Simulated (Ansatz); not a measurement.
`CNBB(O)S` + CH₃SH → `CBNC` + `OB(S)S`  (formal exchange of groups at a B–B bond)

Isolated molecules relaxed with PBE0-D4/def2-TZVP in Ansatz; ΔE leaves out vibrations. CCSD(T)/CBS is the MP2 limit (def2-TZVPP, def2-QZVPP) plus CCSD(T) − MP2 in def2-TZVPP, frozen cores. This one scheme is used for every species. DFT in def2-TZVPP. B3LYP here is the variant with VWN-RPA as its local correlation; programs differ in this. One conformer a species, not always the lowest.

**Question.** Is it downhill or uphill in electronic energy at CCSD(T)/CBS, and by how much? (An estimate is asked.)

**Answer.** Ansatz gave: Downhill: ΔE = -1.37 eV.

**Question.** What do these levels give: PBE0-D4, PBE0, B3LYP, SCS-MP2/def2-TZVPP, CCSD(T)/def2-TZVPP, MP2/def2-QZVPP? (Estimate.)

**Answer.** Computed: PBE0-D4 -1.38, PBE0 -1.38, B3LYP -1.36, SCS-MP2/def2-TZVPP -1.40, CCSD(T)/def2-TZVPP -1.37, MP2/def2-QZVPP -1.45 eV.

Largest T1 diagnostic among the species: 0.014.

From PBE to PBE0 (25 % exact exchange), in def2-TZVPP and without D4, ΔE moves by −0.05 eV.
